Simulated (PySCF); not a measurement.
Correlation energy of F⁺ (fluorine, charge +1)

[He] 2s2 2p4, high-spin 3P determinant. Computed with PySCF 2.14 in aug-cc-pVDZ (4s3p2d, 23 functions), with the non-relativistic Hamiltonian (point nucleus). Frozen: 1s2; 6 electrons correlated.

```tsv
level	correlation energy (mhartree)
CCSD	-118.22
(T)	-1.22
CCSD(T)	-119.44
CCSDT	-119.59
```

Diagnostics: T1 = 0.0053, D1 = 0.0090, largest double amplitude 0.035.

Problem. Is a single reference adequate?

Solution. Yes: T1 lies below 0.03 and no double amplitude reaches 0.07.
